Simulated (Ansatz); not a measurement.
# Ligand exchange: HOF + Si(CH3)(SiH3)2F → SiH3(OH) + Si(CH3)(SiH3)F2

Species: HOF (hypofluorous acid) `OF`, singlet; Si(CH3)(SiH3)2F, singlet; SiH3(OH) (silanol), singlet; Si(CH3)(SiH3)F2, singlet. The partners trade F for SiH3: O–F and Si–SiH3 bonds give way to O–SiH3 and Si–F.

Shapes, held fixed at every level: PBE0-D4/def2-TZVP. Programs: Ansatz 0.2.0. Electronic energies: no zero-point or thermal term.

(1) Estimate ΔE of this reaction.

Answers

(1) The highest level, CCSD(T)/CBS estimate, gives ΔE = -669.6 kJ/mol; the levels span -720.3 to -599.4. The column of differences is taken from that level and isn't an error. No measured value is set beside it here. The CBS estimate extrapolates MP2 from def2-TZVPP and def2-QZVPP and adds CCSD(T) − MP2 in the triple-zeta set, cores frozen.

```tsv
level	kind	ΔE (kJ/mol)	less CCSD(T)/CBS estimate
HF/def2-TZVPP	Hartree–Fock	-720.3	-50.7
PBE-D4/def2-TZVPP	GGA	-599.4	+70.2
r2SCAN-D4/def2-TZVPP	meta-GGA	-646.4	+23.2
wB97X-V/def2-TZVPP	range-separated hybrid	-646.7	+22.9
B2PLYP/def2-TZVPP	double hybrid	-669.2	+0.4
CCSD(T)/def2-TZVPP	coupled cluster or CI	-659.6	+10.0
CCSD(T)/CBS estimate	coupled cluster or CI	-669.6	0.0
```
